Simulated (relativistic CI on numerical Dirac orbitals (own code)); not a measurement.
Calculated at this level of theory: Dirac-Coulomb-Breit CI, orbitals from a KLI potential per configuration, model QED, unscaled Slater integrals (own radial code, finite nucleus).

The strongest absorption lines from the ground level of an ion, among the configurations computed and to levels below about 141 eV (vacuum wavelength in Å, gf): 90.431 (0.61), 100.53 (2.3), 103.94 (0.32), 104.36 (0.64), 106.12 (1.4), 107.70 (2.7), 108.28 (0.34), 116.91 (0.42).

Which ion is it?
A. Br¹⁰⁺
B. Br⁸⁺
C. Rb¹²⁺
D. Ga⁶⁺

A. Br¹⁰⁺ has 25 electrons and the ground level 3s2 3p6 3d7 4F_9/2; the strongest line goes to 3s2 3p5 3d8 4F°_9/2. The pattern of lines fixes the number of electrons, and along that sequence the line energies rise steadily with the charge (about as its square where n changes within one kind of shell, about linearly where n is kept but much faster in heavy ions where fine structure, which grows about as Z⁴, sets the gap, and irregularly where shells cross), which fixes Z. Configurations outside the model, such as inner-shell arrays, can give stronger lines. At this charge energies of transitions that change n are usually good to better than 1 %, and those within a shell (Δn = 0) to a few per cent. Terms inside the open d or f shell come out 10 to 20 % too wide with unscaled integrals.

LS names give the leading component of a level, which can be under half, so a name can repeat, a term be missing and a line seem to break the LS rules.
